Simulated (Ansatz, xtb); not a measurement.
Isomers of ClH4INSi2 in order of energy

4 gas-phase structures of ClH4INSi2, found in a search over its isomers (lower ones may exist). Each was relaxed with GFN2-xTB; where two conformers were screened, the lower at r2SCAN-D4/def2-SVP is listed:

A. `Cl[SiH2]N[SiH]I`, a doublet
B. `[SiH2]N[Si@H](Cl)I`, a doublet
C. `N[Si](I)[SiH2]Cl`, a doublet
D. `Cl[SiH]N[SiH2]I`, a doublet

**Question.** Estimate their order in r2SCAN-D4/def2-SVP energy at these geometries, lowest first.

**Answer.** Calculated order at r2SCAN-D4/def2-SVP: A (0.000), D (0.204), B (0.216), C (0.520) eV. Less than 1 kcal/mol parts D and B, so the order within that pair means little.

Energies above the lowest of each column, in eV; the last columns are at PBE0-D3(BJ)/def2-SVP geometries and were run for some of them only (a dash: not run or not comparable):

| structure | GFN2-xTB | HF/STO-3G | r2SCAN-D4/def2-SVP | PBE0-D3(BJ)/def2-SVP |
| --- | --- | --- | --- | --- |
| A | 0.000 | 0.000 | 0.000 | 0.000 |
| D | 0.067 | 0.230 | 0.204 | 0.132 |
| B | 0.234 | 0.567 | 0.216 | – |
| C | 0.769 | 0.549 | 0.520 | – |

Every level run on A puts it lowest or level with the lowest. Some further structures that were screened fall inside this span and aren't listed. Flexible structures stand in one conformer each, not always the lowest. Frequencies (PBE0-D3(BJ)/def2-SVP) were run for A alone. Open shells are spin-unrestricted. Atoms past krypton carry core potentials in the def2 sets, without spin–orbit terms.

Over these structures GFN2-xTB departs from r2SCAN-D4/def2-SVP by 0.108 eV on average once a common shift is removed. A GFN2-xTB relaxation took about 9.3 s and the r2SCAN-D4/def2-SVP energy about 12 s on a shared host (Ansatz 0.2.0, xtb 6.7.1).
